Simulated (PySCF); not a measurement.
**AsF: from constants to spectrum**

UHF-CCSD(T) constants of AsF, ³Σ⁻ (triplet), unpaired electrons π ↑↑ (PySCF, no relativity, basis sets As def2-TZVPP, F def2-TZVPP; masses 74.9216 and 18.9984 u):

- ωe: 694.0 cm⁻¹
- ωexe: 3.07 cm⁻¹
- Be: 0.36605 cm⁻¹
- αe: 0.00246 cm⁻¹
- D (centrifugal): 4.07e-07 cm⁻¹
- De to As + F: 3.95 eV

Question: Give the vibrational terms G(v) and spacings up to v = 6.

Answer: G(v) = ωe(v+½) − ωexe(v+½)².

| v | G(v) (cm⁻¹) | G(v) − G(v−1) | Bv (cm⁻¹) |
| --- | --- | --- | --- |
| 0 | 346 |  | 0.3648 |
| 1 | 1034 | 688 | 0.3624 |
| 2 | 1716 | 682 | 0.3599 |
| 3 | 2391 | 676 | 0.3574 |
| 4 | 3061 | 669 | 0.3550 |
| 5 | 3724 | 663 | 0.3525 |
| 6 | 4381 | 657 | 0.3501 |

Question: How well does the Morse estimate ωe²/(4ωexe) reproduce De, and what is D0?

Answer: It gives 4.86 eV, 123 % of the computed De. D0 = De − G(0) = 3.95 − 0.04 = 3.91 eV.

Correlated steps freeze 10 core orbitals. Spin–orbit coupling is left out. The state was picked by a PBE0 search and need not be the measured ground state.
